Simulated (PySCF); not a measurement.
Trend along group 12: MSi cations

PBE0 with double-zeta basis sets in PySCF, for the lowest determinant that a PBE0 search found; no spin–orbit coupling. De refers to high-spin ground-configuration atoms (the charge goes to the atom of lower measured ionisation energy or higher electron affinity, which is not always the lowest computed limit). A positive dipole points towards Si; it is taken about the centre of mass and depends on that origin.

```
 M     basis  charged atom  state (unpaired electrons)  Re (Å)  ωe (cm⁻¹)  De (eV)  μ (D)
Zn  def2-SVP           Si+               doublet (π ↑)   2.529        241     2.01   0.40
Hg  def2-SVP           Si+               doublet (π ↑)   2.628        209     1.41   4.48
```

Task: The row for M = Cd is missing. Estimate Re, ωe and De as the mean of the rows for Zn and Hg, and compare with the calculation.

Result: The means are 2.579 Å, 225 cm⁻¹ and 1.71 eV. PBE0 in def2-SVP gives CdSi⁺ as a doublet (π ↑) with Re = 2.684 Å, ωe = 217 cm⁻¹, De = 1.86 eV, so the estimate is off by -10.5 pm, +4 % and -0.15 eV.

These are scalar-relativistic numbers at best; spin–orbit coupling would shift them, the dissociation energy most. For an ion De counts to the pair picked by the measured ionisation energies or electron affinities, which need not be the lowest pair at this level. States were picked by a PBE0 search and need not be the measured ground states.
